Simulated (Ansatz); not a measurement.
An input meant for (NaH)4 ring (Na4H4) (charge 0, singlet).

```yaml
crystal:
  periodic: [false, false, false]
  atoms:
    - {symbol: Na, position_ang: [-1.190219, -2.261773, -0.285263]}
    - {symbol: H, position_ang: [-2.598709, -0.835950, 0.086900]}
    - {symbol: Na, position_ang: [-2.264832, 1.150329, 0.400826]}
    - {symbol: H, position_ang: [-0.811229, 2.575676, 0.517699]}
    - {symbol: Na, position_ang: [1.190161, 2.261770, 0.285026]}
    - {symbol: H, position_ang: [2.598710, 0.835949, -0.086917]}
    - {symbol: Na, position_ang: [2.264905, -1.150384, -0.400560]}
    - {symbol: H, position_ang: [0.811212, -2.575627, -0.517712]}
basis:
  gaussian: {orbitals: cc-pVTZ-PP}
hamiltonian: {xc: {name: PBE}}
correlation: {method: rpa, electrons: all}
scf: {omitted_lower_state_checks: [starts]}
```

```sh
$ ansatz run in.yaml --threads 4 --pin off --events-out ev --progress --plain --max-ram 3916MiB
```

Shortened log:

```
Functional definition: PBE
Error: [file] the basis set cc-pVTZ-PP has no functions for Na
```

In this input the basis set is misnamed or doesn't suit the job. The input was rejected before any iteration.
